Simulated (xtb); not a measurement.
Si(Cl)(Br)(Me)(NH2) (CH₅BrClNSi), SMILES C[Si](N)(Cl)Br. All values are semi-empirical tight-binding results from xtb (GFN2-xTB unless named), good for trends rather than for accurate numbers. Geometry optimised at GFN2-xTB. One conformer was computed; it need not be the lowest.

Optimised geometry:

```xyz
10

C      1.8404    -1.3017     0.2413
Si     0.2495    -0.5030    -0.4146
N     -1.0281    -1.5319    -0.9067
Cl     0.6606     0.7267    -1.9639
Br    -0.6428     0.6189     1.2857
H      1.6342    -1.9537     1.0861
H      2.3260    -1.8973    -0.5270
H      2.5540    -0.5526     0.5753
H     -1.5646    -2.0584    -0.2381
H     -1.0218    -1.9777    -1.8075
```
Charge 0, spin multiplicity 1.

The orbital gap is 6.44 eV and the zero-point energy is 40.7 kcal/mol. The G − E(el) at 298.15 K (modified RRHO) is 19.1 kcal/mol, the static polarisability (D4 model) is 85.6 bohr³ and the solvation energy, GFN2-xTB/ALPB(water) comes out as -4.7 kcal/mol. The solvation energy, GFN2-xTB/ALPB(dmf) is -9.0 kcal/mol.

Computed atomic charges and the Wiberg bond orders between heavy atoms:
charges (e) C1 -0.19, Si2 0.57, N3 -0.39, Cl4 -0.26, Br5 -0.20, H6 0.04, H7 0.04, H8 0.05, H9 0.18, H10 0.16. Bond orders C1–Si2 0.87, Si2–N3 1.17, Si2–Cl4 1.03, Si2–Br5 1.04.
